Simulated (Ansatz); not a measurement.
# How methods differ on SnSe (SMILES [Se][Sn])

SnSe: 2 atoms, total charge 0, spin state singlet. SMILES: `[Se][Sn]`. The coordinates come from a PBE0-D4/def2-TZVP relaxation.

```xyz
2

Se    0.0000    0.0000    0.0065
Sn    0.0000    0.0000    2.3318
```

Each level gives the energy change with the Se1–Sn2 bond stretched from 2.325 to 4.651 Å (eV). The values are calculated.

| level | kind | program | value (eV) | CPU time (all runs) |
| --- | --- | --- | --- | --- |
| PBE/STO-3G (restricted) | GGA | Ansatz | 7.93 | 14 s |
| r2SCAN/STO-3G (restricted) | meta-GGA | Ansatz | 8.40 | 52 s |
| BHLYP/STO-3G (restricted) | global hybrid | Ansatz | ? | 4.9 s |
| PBE0/STO-3G (restricted) | global hybrid | Ansatz | ? | 20 s |
| r2SCAN0/STO-3G (restricted) | hybrid meta-GGA | Ansatz | 9.41 | 33 s |
| CAM-B3LYP/STO-3G (restricted) | range-separated hybrid | Ansatz | 9.02 | 6.2 s |
| CCSD(T)/STO-3G (unrestricted) | coupled cluster or CI | Ansatz | 5.55 | 21 s |
| FCI/STO-3G | exact in the basis | Ansatz | 5.56 | 24 s |

(1) Estimate the missing values from the other rows.

## Answers

(1) As computed at these levels: BHLYP/STO-3G (restricted): 8.81 eV; PBE0/STO-3G (restricted): 9.21 eV. All-electron rows without a relativistic Hamiltonian named are non-relativistic. The first shape isn't each level's own minimum. The values span 5.55 to 9.41 eV. Spin contamination of the reference (⟨S²⟩ at least 0.1 too high) touches CCSD(T)/STO-3G. All rows use very small basis sets, so even the best lies far from the true value. In the correlated wave-function rows the outer d shell of Se, Sn is correlated, in sets not made for it. Times are those of the runs behind each value, whatever else they computed, on shared processors of several kinds: orders of magnitude only.
